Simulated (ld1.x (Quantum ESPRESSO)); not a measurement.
**lutetium, TM semilocal: configuration errors across variants**

ld1.x (Quantum ESPRESSO) 7.5 input, shortened:

```
&input
   title='Lu', zed=71., rel=1, dft='PBE', iswitch=3,
   config='[Xe] 4f14 5d1 6s1.5 6p0.5'
 /
 &inputp
   pseudotype=1, tm=.true., lloc=2,
   nlcc=.false.
 /
4
5S  1  0   2.00   0.00  1.45  1.45  0.0
5P  2  1   6.00   0.00  1.50  1.50  0.0
4F  4  3  14.00   0.00  0.95  0.95  0.0
5D  3  2   1.00   0.00  2.85  2.85  0.0
 &test
   configts(1)='4f14 5s2 5p6 5d1 6s1.5 6p0.5'
 /
```

Occupied shells without a wave of their own: 6p, 6s. They enter only through the test configuration that unscreens the potential.

All-electron excitation energies from the reference (eV): (1) 4f14 5s2 5p6 5d1 6s2 6p0 -1.683; (2) 4f14 5s2 5p6 5d1 6s1 6p0 5.682; (3) 4f14 5s2 5p6 5d1 6s0 6p0 18.961; (4) 4f14 5s2 5p6 5d1 6s0 6p1 9.929; (5) 4f13 5s2 5p6 5d2 6s1 6p0 17.090; (6) 4f13 5s2 5p6 5d1 6s2 6p0 15.855; (7) 4f14 5s2 5p5 5d1 6s2 6p0 35.358.

In the semilocal form every listed channel keeps its own potential, so the choice of the local channel does not act on these tests. It acts once the file is put into the separable form.

A semilocal file is local in each channel, so a ghost entry of none says nothing of the separable form that plane-wave codes build from it.

For the base: The 6p, 6s levels have no wave, so the channel is fitted at the deeper level alone: the likely source of the large errors.

On the changes marked as counting shells twice: ld1.x takes every shell without a wave as core, so the model core holds the marked electrons as well and exchange and correlation see them twice. This cancels in the reference configuration, but the file is broken for other ones, and its errors say nothing about a proper core correction.

Tests that are not counted but printed errors over 1 eV. “type RRKJ, which also changes the form from semilocal to separable; local potential all-electron potential smoothed inside 2.15 bohr (lloc = -2); rho0 0.001”: all (the test run did not reproduce the reference configuration, from which every error is measured).

1 further variants failed, have other tests or too few solved ones, and are left out.

Errors AE − PS in meV (a dash: test not solved or not reliable):

| change | (1) | (2) | (3) | (4) | (5) | (6) | (7) | bound ghosts |
| --- | --- | --- | --- | --- | --- | --- | --- | --- |
| base | +79 | -121 | -448 | -343 | -316 | +135 | +80 | not determined |
| wave 4f (bound): rc 0.95 bohr becomes 4f (bound): rc 0.88 bohr | +79 | -121 | -448 | -342 | -314 | +136 | +79 | not determined |
| type RRKJ, which also changes the form from semilocal to separable; local potential all-electron potential smoothed inside 2.15 bohr (lloc = -2); rho0 0.001 | – | – | – | – | – | – | – | none |
| all radii scaled by about 1.05 (s 1.52, p 1.56, d 2.98, f 1.00 bohr) | +120 | -176 | -661 | -515 | -389 | +252 | +150 | not determined |
| core correction a·sin(br)/r model core inside 0.50 bohr (6p, 6s counted twice) | +73 | -250 | -957 | -429 | -454 | +42 | +8.5 | not determined |

Q: Give the same row for: local potential the f channel.

A: +79, -121, -449, -343, -316, +135, +81; bound ghosts: not determined.
